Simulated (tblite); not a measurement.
Compound: C₇H₆NO (doublet state).
Cartesian coordinates in Å at the GFN2-xTB level; atoms count from 1:
```xyz
15
C7H6NO angstrom
N     -2.973    0.112   -0.057
C     -2.024   -0.694    0.077
C     -0.614   -0.369    0.047
C      0.400   -1.308    0.203
C      1.720   -0.924    0.162
C      2.023    0.422   -0.039
C      1.043    1.365   -0.195
C     -0.337    1.020   -0.161
O     -1.252    1.874   -0.301
H     -2.700    1.105   -0.202
H     -2.267   -1.742    0.231
H      0.138   -2.345    0.357
H      2.508   -1.650    0.283
H      3.057    0.735   -0.073
H      1.273    2.407   -0.352
```

Calculated harmonic vibrations of the isolated species, GFN2-xTB (tblite), most abundant isotopes, no scaling. Errors from tens to a few hundred cm⁻¹ against measured bands are possible. One conformer, not necessarily the lowest. Open shells enter through the occupations alone, without spin polarisation, and single modes of such species can be off by tens of per cent.

Harmonic wavenumbers (cm⁻¹): 78.1, 188.6, 282.1, 291.8, 407.9, 408.8, 473.1, 484.6, 525.8, 602.6, 637.3, 660.6, 758.7, 780.6, 810.7, 836.7, 892.2, 897.3, 960.0, 997.7, 1072.5, 1116.4, 1159.3, 1189.6, 1209.6, 1240.4, 1287.4, 1355.2, 1421.1, 1466.9, 1501.5, 1571.6, 1691.8, 2918.3, 2977.7, 3072.2, 3073.7, 3100.9, 3107.7.

A = 3429, B = 1550, C = 1068 MHz; mass 120.045 u (most abundant isotopes); point group Cs, symmetry number 1; spin multiplicity 2.

Zero-point energy?

Half the sum of the wavenumbers: 23754 cm⁻¹ = 67.92 kcal/mol.

Give the ideal-gas entropy at 273.15 K and 1 bar in the rigid-rotor, harmonic-oscillator model (classical rotation).

Translation 39.85, rotation 28.17, vibration 14.05, spin (R ln 2) 1.38: S = 83.4 cal/(mol K).

And Cp and H(273.15 K) − H(0)?

Cp = 28.80 cal/(mol K), of which vibrations give 20.85 (their classical limit is 39 R = 77.5); H(273.15 K) − H(0) = 4.52 kcal/mol without the zero-point energy, 2.35 from vibrations.

What must be added to the electronic energy to get the Gibbs energy at 273.15 K and 1 bar?

ZPE + [H(273.15 K) − H(0)] − T·S = 67.92 + 4.52 − 22.79 = 49.65 kcal/mol.

Blend soft modes into free rotors: weight 1/[1 + (100 cm⁻¹/ν̃)⁴] for the oscillator and the rest for a rotor with moment μB/(μ + B), μ = h/(8π²ν), B = 10⁻⁴⁴ kg m². What vibrational entropy results?

13.52 cal/(mol K) in place of 14.05, which changes −T·S at 273.15 K by +0.14 kcal/mol.

Hindered rotation and anharmonicity are outside this model. Other conformers, if any are populated, would add a mixing term that is left out.
